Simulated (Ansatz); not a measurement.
Energy needed to pull apart BH₂BrO (SMILES OBBr), singlet, into free ground-state atoms, from the structure below (displaced at random from a GFN2-xTB minimum); no zero-point or spin–orbit terms; open-shell atoms are treated unrestricted, in their ground-state multiplicity.

| atom | x (Å) | y (Å) | z (Å) |
| --- | --- | --- | --- |
| O1 | -0.4845 | -0.8426 | -0.2826 |
| B2 | 0.4052 | -0.0383 | 0.1638 |
| Br3 | 0.1130 | 1.7834 | 0.1524 |
| H4 | -1.3226 | -0.5341 | -0.5998 |
| H5 | 1.3421 | -0.4305 | 0.5533 |

Computed with Ansatz 0.2.0 (basis: def2-TZVPP); correlated methods freeze the cores. Filled d shells of the heavier atoms are correlated. The def2 sets are not built for correlating such inner shells, so the correlated values are less sure here.

| method | atomization energy (eV) |
| --- | --- |
| PBE-D4 | ? |
| r2SCAN-D4 | 18.77 |
| PBE0-D4 | 18.60 |
| r2SCANh-D4 | 18.63 |
| HSE06-D4 | 18.62 |
| wB97M-V | 18.64 |
| HF | 13.71 |
| MP2 | 18.73 |
| CCSD | ? |
| CCSD(T) | 18.08 |

Question: What does PBE-D4 give? (An estimate is asked for; the value comes from the calculation.)

Answer: The calculation gives: 18.96 eV, which is about 0.88 eV more than CCSD(T)/def2-TZVPP.

Question: What does CCSD give? (To be estimated.)

Answer: By the calculation: 17.79 eV, which is about 0.30 eV less than CCSD(T)/def2-TZVPP.

In triple zeta the MP2 and coupled-cluster atomization energies are still short of their basis limit by a few kcal/mol a bond, whereas those of the functionals are nearly converged, so these differences are not deviations from converged CCSD(T).

T1 diagnostic: at most 0.010.

For scale, one of the runs: CCSD(T)/def2-TZVPP forces, 138 basis functions (an equivalent command: `ansatz run in.yaml --threads 4`). The run took 40 s on 4 CPU threads (shared host), with 1.4 GiB of host memory at its peak.
